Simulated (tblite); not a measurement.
Compound: C₅H₁₁BF₃P.
SMILES with atom numbers: `[BH3-:1][P@H+:2]([C:3]([F:4])=[C:5]([F:6])[F:7])[CH:8]([CH3:9])[CH3:10]` (hydrogens: H11, H12, H13 on B1; H14 on P2; H15 on C8; H16, H17, H18 on C9; H19, H20, H21 on C10)
Bond orders are those of one Lewis drawing.

Computed with GFN2-xTB (tblite), gas phase: L-BFGS steps from a force-field or distance-geometry start until the largest atomic force falls under 0.01 eV/Å.

Step 22: E = -931.3416 eV
```
atom  x, y, z in Å  |  force x, y, z in eV/Å
B1      1.3475    2.0624    0.0226   -0.073  -0.172   0.042
P2      0.4916    0.3668    0.4881   -0.087   0.024   0.025
C3      1.5130   -1.1493    0.5815   -0.011  -0.001  -0.015
F4      1.1778   -2.0362    1.5414    0.019   0.021   0.028
C5      2.5664   -1.4095   -0.1836   -0.002  -0.023   0.006
F6      2.9497   -0.6191   -1.1685    0.012  -0.059   0.010
F7      3.3439   -2.4763   -0.0947    0.031   0.004  -0.068
C8     -1.0458   -0.3178   -0.3456   -0.073  -0.023  -0.045
C9     -1.7749    0.8230   -1.0475   -0.008   0.040  -0.016
C10    -1.9560   -1.0482    0.6407    0.025  -0.003  -0.025
H11     2.4822    1.7957   -0.1579    0.131   0.011   0.008
H12     0.7919    2.4678   -0.9371   -0.016   0.021  -0.078
H13     1.1573    2.7130    0.9958   -0.041   0.042   0.045
H14     0.0883    0.2409    1.8166   -0.031   0.049  -0.005
H15    -0.7084   -1.0273   -1.1129    0.072   0.028   0.014
H16    -1.1021    1.3243   -1.7399   -0.023   0.023  -0.021
H17    -2.6266    0.4391   -1.6092    0.033   0.031   0.052
H18    -2.1307    1.5588   -0.3287   -0.017  -0.020   0.017
H19    -2.8899   -1.3155    0.1455    0.059  -0.011   0.027
H20    -2.1950   -0.4118    1.4933    0.005  -0.043  -0.057
H21    -1.4892   -1.9640    0.9998   -0.004   0.062   0.055
```

Step 23: E = -931.3446 eV
```
atom  x, y, z in Å  |  force x, y, z in eV/Å
B1      1.3434    2.0613    0.0241   -0.030  -0.098   0.021
P2      0.4897    0.3700    0.4816   -0.023  -0.019   0.051
C3      1.5155   -1.1444    0.5803   -0.023  -0.034  -0.013
F4      1.1836   -2.0324    1.5410   -0.003   0.044   0.051
C5      2.5656   -1.4140   -0.1859   -0.002  -0.009  -0.011
F6      2.9468   -0.6323   -1.1784    0.031  -0.049   0.004
F7      3.3401   -2.4828   -0.0901    0.020   0.024  -0.074
C8     -1.0449   -0.3184   -0.3456   -0.133  -0.035  -0.051
C9     -1.7736    0.8250   -1.0438   -0.019   0.047  -0.024
C10    -1.9554   -1.0513    0.6396    0.011  -0.012  -0.009
H11     2.4822    1.7970   -0.1470    0.099   0.014   0.014
H12     0.7996    2.4725   -0.9418   -0.005   0.004  -0.050
H13     1.1467    2.7141    0.9974   -0.039   0.014   0.007
H14     0.0919    0.2521    1.8098   -0.050   0.032   0.037
H15    -0.7083   -1.0272   -1.1134    0.072   0.025   0.000
H16    -1.1022    1.3281   -1.7356   -0.001   0.026  -0.025
H17    -2.6256    0.4463   -1.6071    0.008   0.009   0.047
H18    -2.1279    1.5599   -0.3235   -0.017  -0.022   0.027
H19    -2.8848   -1.3324    0.1417    0.083   0.011   0.023
H20    -2.2067   -0.4126    1.4874    0.017  -0.042  -0.069
H21    -1.4844   -1.9613    1.0089    0.005   0.073   0.043
```

Step 24: E = -931.3469 eV
```
atom  x, y, z in Å  |  force x, y, z in eV/Å
B1      1.3398    2.0581    0.0256    0.023  -0.008  -0.008
P2      0.4874    0.3717    0.4779    0.021  -0.053   0.054
C3      1.5169   -1.1415    0.5790   -0.030  -0.052  -0.007
F4      1.1876   -2.0288    1.5416   -0.018   0.054   0.066
C5      2.5649   -1.4174   -0.1876   -0.004   0.001  -0.022
F6      2.9453   -0.6426   -1.1853    0.038  -0.030  -0.007
F7      3.3379   -2.4872   -0.0883    0.010   0.028  -0.066
C8     -1.0461   -0.3192   -0.3466   -0.110  -0.021  -0.041
C9     -1.7729    0.8272   -1.0416   -0.022   0.038  -0.022
C10    -1.9548   -1.0537    0.6385    0.003  -0.013  -0.002
H11     2.4838    1.7984   -0.1390    0.038   0.014   0.025
H12     0.8051    2.4757   -0.9458    0.013  -0.026  -0.007
H13     1.1384    2.7152    0.9984   -0.036  -0.022  -0.034
H14     0.0933    0.2607    1.8057   -0.063   0.015   0.067
H15    -0.7067   -1.0267   -1.1138    0.059   0.019  -0.016
H16    -1.1024    1.3313   -1.7332    0.011   0.028  -0.022
H17    -2.6248    0.4517   -1.6048   -0.028  -0.006   0.027
H18    -2.1265    1.5602   -0.3193   -0.014  -0.016   0.033
H19    -2.8800   -1.3444    0.1395    0.066   0.010   0.007
H20    -2.2146   -0.4138    1.4821    0.017  -0.019  -0.056
H21    -1.4808   -1.9580    1.0164    0.024   0.058   0.034
```

**Question.** Estimate the geometry and energy of step 25. (The exact step hangs on the optimiser's Hessian estimate; all steps are aligned on step 24, rigid shifts and turns removed.)

**Answer.** E = -931.3487 eV, largest force 0.100 eV/Å
```
atom  x, y, z in Å  |  force x, y, z in eV/Å
B1      1.3378    2.0555    0.0264    0.061   0.055  -0.029
P2      0.4856    0.3720    0.4760    0.032  -0.061   0.042
C3      1.5172   -1.1403    0.5778   -0.030  -0.055  -0.003
F4      1.1901   -2.0249    1.5437   -0.022   0.050   0.072
C5      2.5642   -1.4201   -0.1892   -0.006   0.004  -0.026
F6      2.9450   -0.6508   -1.1905    0.032  -0.007  -0.017
F7      3.3367   -2.4899   -0.0885    0.005   0.019  -0.052
C8     -1.0488   -0.3201   -0.3480   -0.032   0.006  -0.023
C9     -1.7728    0.8295   -1.0403   -0.020   0.019  -0.013
C10    -1.9542   -1.0557    0.6374    0.000  -0.006  -0.003
H11     2.4861    1.8001   -0.1327   -0.014   0.013   0.033
H12     0.8096    2.4778   -0.9490    0.028  -0.052   0.026
H13     1.1317    2.7158    0.9986   -0.031  -0.048  -0.062
H14     0.0933    0.2669    1.8041   -0.065  -0.001   0.076
H15    -0.7045   -1.0260   -1.1143    0.038   0.017  -0.028
H16    -1.1023    1.3340   -1.7317    0.008   0.025  -0.012
H17    -2.6248    0.4557   -1.6026   -0.057  -0.011   0.004
H18    -2.1257    1.5602   -0.3155   -0.010  -0.008   0.031
H19    -2.8753   -1.3531    0.1379    0.027  -0.005  -0.013
H20    -2.2202   -0.4152    1.4772    0.010   0.014  -0.030
H21    -1.4776   -1.9545    1.0227    0.045   0.033   0.026
```

The energy changes by -0.0018 eV. The first-order estimate −F·Δx gives -0.0025 eV and the mean of the old and new forces, exact on a quadratic surface, -0.0018 eV. The step makes an angle of 69° with the force vector and moves no atom by more than 0.010 Å.

What follows is the cost of the whole relaxation. The run took 1.2 s on Arm Neoverse V2, one thread, on a shared host.
